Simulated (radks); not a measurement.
Problem. Radial electron density D(r) = 4 pi r^2 rho(r) of an atom or ion with 8 electrons. All-electron calculation, Dirac Kohn-Sham, PW91, spin-unpolarised, spherical densities, point nucleus. Program: a radial shooting solver on a logarithmic mesh with Libxc functionals.

```
   r/bohr * D(r) (the largest magnitude, 8.53, reaches the edge; | marks zero)
 0.009561 | *
  0.01061 | *
  0.01177 |  *
  0.01317 |   *
  0.01461 |   *
  0.01621 |    *
  0.01799 |     *
  0.01996 |      *
  0.02233 |        *
  0.02477 |          *
  0.02749 |           *
   0.0305 |              *
  0.03411 |                *
  0.03785 |                   *
    0.042 |                      *
  0.04661 |                         *
  0.05171 |                             *
  0.05784 |                                 *
  0.06418 |                                     *
  0.07122 |                                        *
  0.07902 |                                            *
  0.08839 |                                                *
  0.09807 |                                                   *
   0.1088 |                                                     *
   0.1207 |                                                      *
    0.134 |                                                      *
   0.1499 |                                                     *
   0.1663 |                                                   *
   0.1845 |                                               *
   0.2047 |                                           *
    0.229 |                                      *
   0.2541 |                                 *
   0.2819 |                             *
   0.3128 |                         *
   0.3471 |                      *
   0.3883 |                    *
   0.4308 |                   *
    0.478 |                    *
   0.5304 |                      *
   0.5933 |                        *
   0.6583 |                           *
   0.7305 |                            *
   0.8106 |                             *
   0.8994 |                             *
    1.006 |                            *
    1.116 |                         *
    1.239 |                      *
    1.374 |                   *
    1.537 |               *
    1.706 |           *
    1.893 |        *
      2.1 |     *
     2.33 |   *
    2.606 |  *
    2.892 | *
    3.209 |*
    3.561 |*
    3.983 *
    4.419 *
    4.904 *
```

What is the nuclear charge?

Solution. Z = 8. The innermost maximum, from 1s, lies near gamma/Z bohr with gamma = sqrt(1 - (Z/c)^2) = 0.998, here 0.125 bohr (found: 0.130), and its height grows with Z. The density is that of neutral oxygen in [He] 2s2 2p4; the configuration itself is not fixed sharply by these data. D(r) has 2 maxima, at r = 0.130, 0.837 bohr, and minima at 0.421 bohr, inside which lie 2.20 electrons.
